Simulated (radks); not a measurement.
Results of a calculation; reference values are marked as such.
Polarisability of the bismuth ion Bi2+, [Hg] 6p1, at imaginary frequency. Level of theory: non-relativistic Kohn-Sham, exchange-only LDA, spin-unpolarised, spherical densities, point nucleus; relativity is left out, which matters for an element this heavy (a radial shooting solver on a logarithmic mesh with Libxc functionals). Response by self-consistent Sternheimer equations with the Hartree and adiabatic exchange-only LDA kernel.

w (hartree),alpha1(iw) (bohr^3)
0.00266,20.42
0.0143,20.40
0.0360,20.27
0.0697,19.85
0.118,18.87
0.186,17.03
0.280,14.26
0.413,10.95
0.605,7.817
0.892,5.319
1.35,3.479
2.12,2.106
3.59,1.076
6.94,0.4100
17.5,0.1001

Static values: alpha1 = 20.42 bohr^3 (3.026 angstrom^3; uncoupled 38.60). C6 = 153.8, triple-dipole C9 = 2148 atomic units. One-pole (London) frequency 4 C6 / (3 alpha1^2) = 0.492 hartree, against 0.667 for minus the highest occupied eigenvalue. The dipole shielding factor is 0.976, as the force sum rule N/Z = 0.976 demands.
